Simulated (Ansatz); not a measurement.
`[SiH3][SiH2][S][InH2]` + HI → `[InH2][I]` + `[SiH3][SiH2]S` at 298.15 K and 1 bar (ligand exchange at the In–S bond).

Computed with Ansatz on PBE0-D4/def2-TZVP structures; ΔE is electronic, products minus reactants. CCSD(T)/CBS adds triple-zeta CCSD(T) − MP2 to the extrapolated MP2 energy (def2 sets, frozen cores). def2 core potentials past Kr. For I, In outer-core shells are correlated without core-valence functions, which leaves a few kJ/mol of doubt a bond. One conformer a species, not always the lowest.

| species | CCSD(T)/CBS energy (Eh) | H − E (kJ/mol) | S (J/(mol·K)) |
| --- | --- | --- | --- |
| `[SiH3][SiH2][S][InH2]` | -1169.98502 | 174.1 | 408.6 |
| HI | -298.03592 | 22.7 | 206.5 |
| `[InH2][I]` | -488.48444 | 45.6 | 295.3 |
| `[SiH3][SiH2]S` | -979.55409 | 154.2 | 338.3 |

H − E and S are ideal-gas, rigid-rotor, harmonic terms from PBE0-D4/def2-TZVP, for one conformer and one mirror image of each species. 1 Eh = 2625.50 kJ/mol, R = 8.31446 J/(mol·K).

By hand: ΔE, ΔH, ΔS and ΔG.

ΔE = (-488.48444) + (-979.55409) − (-1169.98502) − (-298.03592) = -0.01759 Eh = -46.2 kJ/mol. Δ(H − E) = 45.6 + 154.2 − 174.1 − 22.7 = 3.0, so ΔH = -43.2 kJ/mol. ΔS = 295.3 + 338.3 − 408.6 − 206.5 = 18.5 J/(mol·K). ΔG = -43.2 − 298.15 × (18.5)/1000 = -48.7 kJ/mol.

By hand: the equilibrium constant, and the temperature at which ΔG would vanish if ΔH and ΔS stayed fixed.

log₁₀ K = −ΔG/(RT ln 10) = 8.5. ΔH and −TΔS have one sign here, so there is no such temperature.

ΔH outweighs TΔS. A doubt of 5 kJ/mol in ΔE shifts log₁₀ K by 0.9 here. Other conformers and mirror images would add mixing entropy, several J/(mol·K) or more a flexible species. Modes under 60 cm⁻¹, often nearly free rotors, make the harmonic entropy too high. These are equilibria of isolated gas molecules and say nothing of rates. Largest T1 diagnostic: 0.014 (customary marks: 0.02 for closed shells, 0.045 for open ones).
